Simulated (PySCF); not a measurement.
C9H8O2Si.
SMILES: `O=C(O)C1=CC=CC2=C1C=C[SiH2]2`

Torsions of this conformer, `[O:1]=[C:2]([OH:3])[c:4]1[cH:5][cH:6][cH:7][c:8]2[c:9]1[CH:10]=[CH:11][SiH2:12]2`: O1–C2–C4–C5 -2°, H–O3–C2–O1 0°.

The closed-shell ground state was solved at several levels (PySCF, density fitting, gas phase, non-relativistic). Isolated species at its PBE0-D3(BJ)/def2-SVP geometry (one conformer only).

```json
{"level": "PBE/pcSseg-2", "basis functions": "551", "total energy (Eh)": "-787.1878", "HOMO (eV)": "-6.02", "LUMO (eV)": "-2.74", "gap (eV)": "3.28", "dipole (D)": "1.45"}
{"level": "B3LYP/def2-SVPD", "basis functions": "314", "total energy (Eh)": "-787.3187", "HOMO (eV)": "-6.72", "LUMO (eV)": "-2.09", "gap (eV)": "4.63", "dipole (D)": "1.62"}
```

Task: What might PBE0/pcSseg-1 (251 basis functions) give for the same quantities?

Result: Total energy -786.9683 Eh, HOMO -6.94 eV, LUMO -1.89 eV, gap 5.05 eV, dipole 1.51 D.

Task: Over all these levels, which gives the widest orbital gap and which the narrowest?

Result: PBE0/pcSseg-1 (global hybrid, 25 % exact exchange) has the widest, 5.05 eV, and PBE/pcSseg-2 (GGA) the narrowest, 3.28 eV. Functional and basis both differ between the two, so the spread mixes both effects.

Task: How far do the dipole and the HOMO energy spread over the levels?

Result: The dipole runs from 1.45 to 1.62 D (mean 1.52 D) and the HOMO from -6.94 to -6.02 eV.
